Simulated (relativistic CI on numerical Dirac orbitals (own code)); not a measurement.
Crystal-field levels of Tc⁴⁺, 4d3

Calculated by Dirac-Coulomb-Breit CI, orbitals from a KLI potential per configuration, a model potential for QED, valence Slater integrals scaled by 0.65, one configuration in a parametric crystal field (own radial code).

Field parameters in Wybourne normalisation: D3d B²₀ = −7Dσ, B⁴₀ = −14Dq − 21Dτ, B⁴₃ = −14√(10/7) Dq; Oh B⁴₀ = 21Dq, B⁴₄ = √(5/14) B⁴₀; Td as Oh with Dq negative (B⁴₀ = 21Dq, B⁴₄ = √(5/14) B⁴₀). The field is a parameter set, without covalency.

S and J are read from ⟨S²⟩ = S(S + 1) and ⟨J²⟩ = J(J + 1) of each level; they are not fictitious spins.

Oh, 10Dq = 35000 cm⁻¹, the lowest 10 levels:

```tsv
E (cm⁻¹)	Degeneracy	Irrep	S	J
0.0	4	Γ8	1.50	3.42
11847	4	Γ8	0.50	3.93
12145	4	Γ8	0.50	4.01
12426	2	Γ6	0.50	3.63
19388	4	Γ8	0.51	3.48
19516	2	Γ7	0.51	3.80
34654	2	Γ7	1.50	3.14
34910	4	Γ8	1.50	3.34
35290	4	Γ8	1.49	3.50
35378	2	Γ6	1.50	3.65
```

D3d, 10Dq = 12250, Dσ = 770, Dτ = 120 cm⁻¹, the lowest 10 levels:

```tsv
E (cm⁻¹)	Degeneracy	Irrep	S	J
0.0	2	Γ5+Γ6	1.49	3.26
38.4	2	Γ4	1.49	3.29
9619	2	Γ5+Γ6	0.73	3.76
10467	2	Γ4	0.78	3.88
11372	2	Γ4	0.91	3.78
11410	2	Γ5+Γ6	0.91	3.79
11752	2	Γ4	0.75	3.79
12245	2	Γ4	1.28	3.44
12423	2	Γ5+Γ6	1.28	3.55
12719	2	Γ4	1.48	3.19
```

Principal g values of the ground doublet: 0.00, 0.00, 5.16.

Td, 10Dq = -5200 cm⁻¹, the lowest 16 levels:

```
E (cm⁻¹)  Degeneracy  Irrep     S     J
     0.0           4     Γ8  1.47  2.32
     538           2     Γ7  1.50  2.77
    1577           4     Γ8  1.49  3.50
    2437           2     Γ6  1.49  4.15
    5306           4     Γ8  1.46  3.27
    5411           2     Γ7  1.48  3.28
    6109           2     Γ6  1.47  3.80
    6180           4     Γ8  1.37  4.04
    7658           4     Γ8  0.73  3.91
   10795           4     Γ8  1.22  4.00
   11195           2     Γ6  0.56  4.37
   11418           2     Γ7  0.54  3.52
   11787           4     Γ8  0.82  4.31
   12263           4     Γ8  1.08  2.42
   12464           2     Γ6  1.20  1.53
   13181           4     Γ8  0.88  3.87
```

The free-ion ground term has S = 3/2. Every field shown keeps that spin.

Levels of this model without a field, named by their leading LS term (the scale mimics covalency, so terms lie below those of the real free ion): ⁴F3/2 0, ⁴F5/2 1065, ⁴F7/2 2341, ⁴F9/2 3710, ⁴P3/2 9877, ⁴P1/2 10003, ²G7/2 11201, ⁴P5/2 11673 cm⁻¹.
